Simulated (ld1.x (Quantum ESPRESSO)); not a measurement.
## Wu–Cohen TM dataset for Li (Z = 3), scalar-relativistic all-electron reference.

* Element: lithium (Li)
* Generator: ld1.x (Quantum ESPRESSO) 7.5
* Type: norm-conserving Troullier–Martins (Kleinman–Bylander form)
* Functional: Wu–Cohen
* Relativity: scalar-relativistic
* Frozen core: [He]
* Valence charge: 1
* Reference configuration: 2s0 2p1
* Partial waves: 2s (bound, empty): rc 3.55 bohr; 2p (bound): rc 3.00 bohr
* Local potential: all-electron potential smoothed inside 3.20 bohr (lloc = -1)
* Core correction: a·sin(br)/r model core, default radius (core density twice the valence density)

All-electron outer shells of the reference configuration (Wu–Cohen, scalar-relativistic, ld1.x):

```json
{"shell": "1s", "level (eV)": "-53.24", "outermost node (bohr)": "–", "outermost maximum (bohr)": "0.36"}
{"shell": "2s", "level (eV)": "-3.28", "outermost node (bohr)": "0.83", "outermost maximum (bohr)": "3.16"}
{"shell": "2p", "level (eV)": "-1.53", "outermost node (bohr)": "–", "outermost maximum (bohr)": "4.06"}
```

**Question.** Does the generator finish with these settings?

**Answer.** Yes, a potential is produced and its reference levels are reproduced.

**Question.** Estimate the cutoffs (Ry, on a coarse ladder) from which the occupation-weighted sum of valence levels, in a spherical-Bessel basis at the reference potential, stays within 10 and 1 mRy of its value at 400 Ry.

**Answer.** 6 Ry and 8 Ry.

**Question.** Does the potential have ghost states?

**Answer.** No extra level below or beside the all-electron valence levels (s, p, d, f tested).

**Question.** Tests: 2s1 2p0; 2s0.5 2p0. Which has the largest error in its energy relative to the reference configuration, and how large is it?

**Answer.** 2s1 2p0, with -4.5 meV (all-electron minus pseudo) on -1.77 eV.
